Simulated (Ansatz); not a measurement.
Ansatz (a first-principles code) input (CCSD(T)/6-31G*):

Ansatz 0.2 input:
```yaml
crystal:
  periodic: [false, false, false]
  atoms:
    - {symbol: V, position_ang: [-0.05181112, 0.01087036, -0.03127646]}
    - {symbol: O, position_ang: [-1.23871024, -1.12010977, -0.12892581]}
    - {symbol: O, position_ang: [-0.29708743, 1.44233169, -0.79817867]}
    - {symbol: F, position_ang: [1.49755967, -0.31419930, 0.90402161]}
basis:
  gaussian:
    orbitals: 6-31G*
total_charge: -1
magnetization: {spin_polarized: true, initial_magnetization: 1}
correlation: {method: ccsd_t, electrons: outside_noble_gas}
```

End of the output:

```
mean field -32436.94478123 eV, -1192.0357341594 hartree, gradient 2.5e-6 eV, S^2 1.405949; 37 other end points of the search recorded, 0 dependent functions left out
determinant -32436.94478123 eV, -1192.0357341594 hartree, with singles and doubles -32456.57294497 eV, -1192.7570558723 hartree
determinant -32436.89000496 eV, -1192.0337211686 hartree, with singles and doubles -32456.61737487 eV, -1192.7586886411 hartree
determinant -32436.88998840 eV, -1192.0337205599 hartree, with singles and doubles -32456.61751085 eV, -1192.7586936383 hartree
determinant -32436.53757509 eV, -1192.0207696098 hartree, with singles and doubles -32455.96351693 eV, -1192.7346598050 hartree
determinant -32436.49885423 eV, -1192.0193466445 hartree, with singles and doubles -32455.87460419 eV, -1192.7313923219 hartree
determinant -32435.96034483 eV, -1191.9995567890 hartree, with singles and doubles -32453.86852963 eV, -1192.6576704415 hartree
determinant -32435.50283313 eV, -1191.9827435440 hartree, with singles and doubles -32453.19373113 eV, -1192.6328720542 hartree
determinant -32435.30443075 eV, -1191.9754523912 hartree, with singles and doubles -32453.14192535 eV, -1192.6309682269 hartree
determinant -32435.30212002 eV, -1191.9753674734 hartree, with singles and doubles -32453.21974862 eV, -1192.6338281792 hartree
determinant -32435.27086131 eV, -1191.9742187368 hartree, with singles and doubles -32452.59171432 eV, -1192.6107483447 hartree
determinant -32435.07304964 eV, -1191.9669492922 hartree, with singles and doubles -32452.64508070 eV, -1192.6127095230 hartree
determinant -32435.06576000 eV, -1191.9666814029 hartree, with singles and doubles -32452.38986273 eV, -1192.6033304354 hartree
determinant -32434.52539826 eV, -1191.9468234752 hartree, with singles and doubles -32451.57265270 eV, -1192.5732985209 hartree
determinant -32434.47173642 eV, -1191.9448514388 hartree, with singles and doubles -32452.09169467 eV, -1192.5923729615 hartree
determinant -32434.44101523 eV, -1191.9437224558 hartree, with singles and doubles -32452.68759725 eV, -1192.6142719771 hartree
determinant -32434.39508586 eV, -1191.9420345827 hartree, with singles and doubles -32451.73699282 eV, -1192.5793379088 hartree
determinant -32433.48018519 eV, -1191.9084126032 hartree, with singles and doubles -32451.48811940 eV, -1192.5701919792 hartree
determinant -32433.47303499 eV, -1191.9081498382 hartree, with singles and doubles -32451.22637566 eV, -1192.5605730743 hartree
determinant -32436.94478123 eV, -1192.0357341594 hartree, with singles and doubles -32456.70339626 eV, -1192.7618498687 hartree
determinant -32436.89000496 eV, -1192.0337211686 hartree, with singles and doubles -32456.66283834 eV, -1192.7603593928 hartree
determinant -32436.88998840 eV, -1192.0337205599 hartree, with singles and doubles -32456.66368835 eV, -1192.7603906301 hartree
12 core orbitals not correlated
reference -32436.89000496 eV, -1192.0337211686 hartree; 13, 12 occupied and 56, 57 virtual orbitals, 767 factors
second order -20.49468193 eV of doubles, -0.00000000 eV of singles
coupled cluster: 0.35 GiB planned
cycle   1  -19.77283305 eV  change    3.3e-7 eV  update   3.3e-6
coupled cluster: 0.35 GiB planned
perturbative correction -1.26979228 eV, -0.0466640055 hartree
Total energy: -32457.93263029 eV, -1192.8070233861 hartree
```

The spin state was set by rule; other spins were not relaxed.

The determinant is spin-contaminated: <S^2> is 1.01 against 0.75 for a pure state.
